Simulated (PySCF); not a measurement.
Species: C5H11NOSi.
Bonds: C1–C2, C2–O3 (double), C2–N4, N4–C5, C5–C6, C6–Si7, Si7–C8, C5–C8. Hydrogens: H9, H10, H11 on C1; H12 on N4; H13 on C5; H14, H15 on C6; H16, H17 on Si7; H18, H19 on C8.

The same species was optimised twice, with GFN2-xTB and with PBE0-D3(BJ)/def2-SVP (PySCF), and the same property calculations (PySCF, gas phase) were run on both structures.

```json
{"coordinate": "Si7–C8 (Å)", "GFN2-xTB": "1.911", "PBE0-D3(BJ)/def2-SVP": "1.899", "change": "-0.012"}
{"coordinate": "C6–Si7 (Å)", "GFN2-xTB": "1.911", "PBE0-D3(BJ)/def2-SVP": "1.899", "change": "-0.012"}
{"coordinate": "C2–N4 (Å)", "GFN2-xTB": "1.353", "PBE0-D3(BJ)/def2-SVP": "1.366", "change": "+0.013"}
{"coordinate": "C5–C6 (Å)", "GFN2-xTB": "1.544", "PBE0-D3(BJ)/def2-SVP": "1.551", "change": "+0.007"}
{"coordinate": "C5–C8 (Å)", "GFN2-xTB": "1.543", "PBE0-D3(BJ)/def2-SVP": "1.551", "change": "+0.008"}
{"coordinate": "C1–C2 (Å)", "GFN2-xTB": "1.517", "PBE0-D3(BJ)/def2-SVP": "1.513", "change": "-0.004"}
{"coordinate": "C2=O3 (Å)", "GFN2-xTB": "1.212", "PBE0-D3(BJ)/def2-SVP": "1.215", "change": "+0.003"}
{"coordinate": "N4–C5 (Å)", "GFN2-xTB": "1.438", "PBE0-D3(BJ)/def2-SVP": "1.437", "change": "-0.001"}
{"coordinate": "C5–C6–Si7 (°)", "GFN2-xTB": "90.6", "PBE0-D3(BJ)/def2-SVP": "86.7", "change": "-3.9"}
{"coordinate": "C5–C8–Si7 (°)", "GFN2-xTB": "90.6", "PBE0-D3(BJ)/def2-SVP": "86.7", "change": "-3.9"}
{"coordinate": "N4–C5–C8 (°)", "GFN2-xTB": "114.5", "PBE0-D3(BJ)/def2-SVP": "116.7", "change": "+2.2"}
{"coordinate": "N4–C5–C6 (°)", "GFN2-xTB": "114.5", "PBE0-D3(BJ)/def2-SVP": "116.7", "change": "+2.2"}
{"coordinate": "C6–Si7–C8 (°)", "GFN2-xTB": "76.2", "PBE0-D3(BJ)/def2-SVP": "77.8", "change": "+1.6"}
{"coordinate": "C1–C2–N4 (°)", "GFN2-xTB": "113.3", "PBE0-D3(BJ)/def2-SVP": "114.5", "change": "+1.2"}
{"coordinate": "C2–N4–C5 (°)", "GFN2-xTB": "123.8", "PBE0-D3(BJ)/def2-SVP": "122.9", "change": "-0.9"}
{"coordinate": "C6–C5–C8 (°)", "GFN2-xTB": "99.6", "PBE0-D3(BJ)/def2-SVP": "100.4", "change": "+0.8"}
{"coordinate": "C1–C2–N4–C5 (°)", "GFN2-xTB": "180", "PBE0-D3(BJ)/def2-SVP": "180", "change": "0"}
{"coordinate": "C2–N4–C5–C6 (°)", "GFN2-xTB": "-122", "PBE0-D3(BJ)/def2-SVP": "-120", "change": "+2"}
```

Rotational constants: A = 4851, B = 774.8, C = 765.3 MHz (GFN2-xTB) against A = 4817, B = 780.5, C = 771.8 MHz (PBE0-D3(BJ)/def2-SVP).

On the GFN2-xTB structure: HOMO (eV) -7.18 [PBE0/pcSseg-1]; LUMO (eV) 0.23 [PBE0/pcSseg-1]; dipole (D) 3.73 [PBE0/pcSseg-1]; GIAO shielding of C1 (ppm) 162.3 [PBE0/pcSseg-1]; GIAO shielding of C2 (ppm) 20.9 [PBE0/pcSseg-1]; GIAO shielding of O3 (ppm) -80.5 [PBE0/pcSseg-1]; GIAO shielding of N4 (ppm) 99.9 [PBE0/pcSseg-1]; GIAO shielding of C5 (ppm) 144.3 [PBE0/pcSseg-1]; GIAO shielding of C6/C8 (mean) (ppm) 163.4 [PBE0/pcSseg-1]; GIAO shielding of Si7 (ppm) 409.3 [PBE0/pcSseg-1].

**Question.** What do these properties become on the PBE0-D3(BJ)/def2-SVP structure?

**Answer.** 
```tsv
property	level	on GFN2-xTB	on PBE0-D3(BJ)/def2-SVP	change
HOMO (eV)	PBE0/pcSseg-1	-7.18	-7.18	0.00
LUMO (eV)	PBE0/pcSseg-1	0.23	0.33	+0.10
dipole (D)	PBE0/pcSseg-1	3.73	3.74	+0.01
energy, GFN2-xTB geometry as zero (kcal/mol)	PBE0/pcSseg-1	0.0	-2.6	-2.6
GIAO shielding of C1 (ppm)	PBE0/pcSseg-1	162.3	160.9	-1.4
GIAO shielding of C2 (ppm)	PBE0/pcSseg-1	20.9	18.6	-2.3
GIAO shielding of O3 (ppm)	PBE0/pcSseg-1	-80.5	-90.8	-10.2
GIAO shielding of N4 (ppm)	PBE0/pcSseg-1	99.9	101.0	+1.1
GIAO shielding of C5 (ppm)	PBE0/pcSseg-1	144.3	141.9	-2.4
GIAO shielding of C6/C8 (mean) (ppm)	PBE0/pcSseg-1	163.4	161.7	-1.7
GIAO shielding of Si7 (ppm)	PBE0/pcSseg-1	409.3	405.6	-3.7
```

The heavy atoms differ by 0.138 Å rms after alignment. Among bonds between heavy atoms C2–N4, C6–Si7 and Si7–C8 change most and about equally (-0.012 to +0.013 Å). Changes are differences of the printed values. Neither structure is proved a minimum here.

Shape of the structure used: `[CH3:1][C:2](=[O:3])[NH:4][CH:5]1[CH2:6][SiH2:7][CH2:8]1`: C1–C2–N4–C5 180°, C2–N4–C5–C6 -120°.
